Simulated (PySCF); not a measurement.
Si4BH11

The system: Si4BH11, a small molecule; neutral, singlet. The structure, one conformer, was relaxed in the gas phase by PBE0-D3(BJ)/def2-SVP. No frequency run checks that it is a minimum.

SMILES: B[Si]([SiH3])([SiH3])[SiH3]

| atom | x (Å) | y (Å) | z (Å) |
| --- | --- | --- | --- |
| Si1 | -0.018 | -0.062 | 2.274 |
| Si2 | 0.378 | -0.023 | -0.035 |
| Si3 | -0.005 | 2.094 | -0.966 |
| Si4 | -1.298 | -1.401 | -0.961 |
| B5 | 2.050 | -0.933 | -0.629 |
| H6 | -1.381 | 0.480 | 2.569 |
| H7 | 0.062 | -1.469 | 2.776 |
| H8 | 0.990 | 0.767 | 3.005 |
| H9 | -1.356 | 2.593 | -0.564 |
| H10 | 1.022 | 3.080 | -0.506 |
| H11 | 0.052 | 2.003 | -2.458 |
| H12 | -1.192 | -2.795 | -0.430 |
| H13 | -1.189 | -1.440 | -2.452 |
| H14 | -2.634 | -0.842 | -0.588 |
| H15 | 2.558 | -0.664 | -1.693 |
| H16 | 2.537 | -1.818 | 0.034 |

Shieldings: GIAO PBE0/pcSseg-1. Shifts are against computed references at the same level: H TMS (σ 31.27 ppm), Si TMS (σ 352.0 ppm). Core levels by delta-SCF with SCAN, pcX-2 on the ionised atom and pcseg-1 elsewhere, spin-free X2C (2p3/2 is the spin-free 2p value less a third of a first-order spin-orbit splitting); from the vacuum level, for chosen atoms.

**Question.** Give the NMR and core-level values of the distinct atoms.

**Answer.** 
```tsv
atoms	bonded to	σ (ppm)	δ (ppm)	core level (eV)
Si1 Si3	1 Si + 3 H	452.2	-100.2	2p3/2 106.36
Si2	1 B + 3 Si	482.4	-130.4	2p3/2 105.59
Si4	1 Si + 3 H	456.3	-104.4	2p3/2 106.41
B5	1 Si + 2 H	-18.3	-	-
H6 H7 H8	1 Si	27.44	3.83	-
H9 H10 H11	1 Si	27.44	3.83	-
H12 H13 H14	1 Si	27.63	3.63	-
H15 H16	1 B	20.73	10.54	-
```

Values are those of this one static structure, with the three H of a rotating XH3 group averaged; atoms that internal rotation interchanges would show their mean in an NMR spectrum.

Core levels of B5 are left out, their hole states being strongly spin-contaminated.

**Question.** Which of Si1, Si2, Si4 holds its core electrons tightest, and by how much against the loosest?

**Answer.** Si4 (bonded to 1 Si + 3 H), by 0.83 eV over Si2 (bonded to 1 B + 3 Si).

**Question.** By CAM-B3LYP/def2-SVPD (TDDFT singlets, Tamm-Dancoff triplets, ionisation by delta-SCF), where does absorption start, and what does vertical ionisation take?

**Answer.** The lowest singlet lies at 4.09 eV (f 0.009), the strongest of the first 6 at 4.93 eV (f 0.075), the lowest triplet at 3.35 eV; vertical ionisation takes 9.62 eV.

The 3 runs behind this took 4.5 min in all, one thread each of Arm Neoverse V2 on a shared host, launched as `OMP_NUM_THREADS=1 python cluster_run.py task.json out`.
